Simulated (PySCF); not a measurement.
CAuClO, SMILES [O+]#[C-]->[Au][Cl], multiplicity 1. Geometry: B3LYP-D3(BJ)/def2-SVP. The spin state was assumed, not searched. The isomer is the one that the SMILES or the coordinates give; other isomers of the formula were not compared. The def2 effective core potentials stand for the cores of Au; spin–orbit coupling is left out.

Computed equilibrium geometry at B3LYP-D3(BJ)/def2-SVP (PySCF confirms it by a frequency run) as Cartesian coordinates in Å, and its point group:
point group C∞v.
```xyz
4

Au     0.0000     0.0000    -0.0240
Cl     0.0000     0.0000     2.2459
O      0.0000     0.0000    -3.0779
C      0.0000     0.0000    -1.9435
```
Charge 0, spin multiplicity 1.
